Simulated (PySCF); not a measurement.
A structure optimised at PBE0-D3(BJ)/def2-TZVP, used in a PySCF frequency run:

```
In
F 1 1.8422
F 1 1.8422 2 180.00
```
Charge +1, spin multiplicity 1.

Problem. Write its SMILES, formula and point group.

Solution. [F][In+][F], F2In, D∞h

Problem. What are its rotational constants (standard atomic weights)?

Solution. 3.9190 GHz (linear rotor, B only)
